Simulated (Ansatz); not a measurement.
CH7BOSi (`B[SiH](C)O`), relaxed with RKS PBE-D4/def2-SVP in Ansatz from a rough embedded geometry. The force threshold is 0.03 eV/Å; the program also tests the step.

The species carries charge 0 and has multiplicity 1.

Start:

```xyz
11

B    -1.487    0.174    1.058
Si   -0.304    0.182   -0.406
C     1.251   -0.801    0.020
O     0.082    1.777   -0.835
H    -1.125    0.583    2.153
H    -2.595   -0.309    1.026
H    -1.000   -0.428   -1.587
H     0.932   -1.865    0.201
H     1.711   -0.310    0.864
H     1.901   -0.764   -0.889
H     0.634    1.762   -1.604
```

By how much does the energy fall, and how many steps does the optimiser take? (Best estimate.)

Ansatz gave: 8.37 kcal/mol, in 19 steps, 2 of them rejected.

Which bonds change most? (Best estimate.)

Ansatz gave: B1–Si2 from 1.883 to 2.006 Å; C3–H9 from 1.079 to 1.109 Å; O4–H11 from 0.947 to 0.973 Å; Si2–H7 from 1.501 to 1.522 Å.

Give the relaxed structure. (An estimate is asked.)

Computed: 
```xyz
11

B    -1.548    0.230    1.147
Si   -0.277    0.244   -0.406
C     1.209   -0.896   -0.091
O     0.216    1.834   -0.722
H    -1.926    1.230    1.727
H    -1.985   -0.841    1.536
H    -1.027   -0.325   -1.602
H     0.866   -1.936    0.083
H     1.790   -0.567    0.794
H     1.893   -0.905   -0.965
H     0.789    1.932   -1.503
```
